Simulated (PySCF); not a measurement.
# A small calculation by hand: chemical shift, span and skew from a shielding tensor

C4H6BF, SMILES C#CB(F)CC. Atoms are numbered in the order given.

```xyz
12

C     -1.2567     2.1308     0.0000
C     -0.3821     1.2666     0.0000
B      0.6499     0.1282     0.0000
F      1.9519     0.4662     0.0000
C      0.2697    -1.3972     0.0000
C     -1.2195    -1.7531     0.0000
H     -2.0165     2.9019     0.0000
H      0.7928    -1.8505     0.8753
H      0.7928    -1.8505    -0.8753
H     -1.7340    -1.3362    -0.8894
H     -1.3862    -2.8491     0.0000
H     -1.7340    -1.3362     0.8894
```
Charge 0, spin multiplicity 1.

Geometry optimised at PBE-D3(BJ)/def2-SVP. This is a generated structure with no PubChem entry under its InChIKey; it may be hypothetical. Other conformers were not sampled.

GIAO shieldings from PBE0/pcSseg-1 run with PySCF, non-relativistic, no solvent. The symmetric part of the tensor of C5 has the principal values 150.7, 170.0, 176.2 ppm. The same nucleus in TMS has σ = 186.3 ppm at this level (PySCF, at its B3LYP-D3(BJ)/def2-TZVP geometry).

Question: Work out the isotropic shielding, the ¹³C shift against TMS, the span and the skew.

Answer: 
σ(iso) = (σ11 + σ22 + σ33)/3 = 165.6 ppm. δ = σ(ref) − σ(iso) = 186.3 − (165.6) = 20.7 ppm.
Span Ω = σ33 − σ11 = 25.5 ppm. Skew κ = 3(σ(iso) − σ22)/Ω = -0.51. Tumbling in solution averages the tensor to δ; in a static solid the shielding alone would spread this spin-1/2 line over Ω.
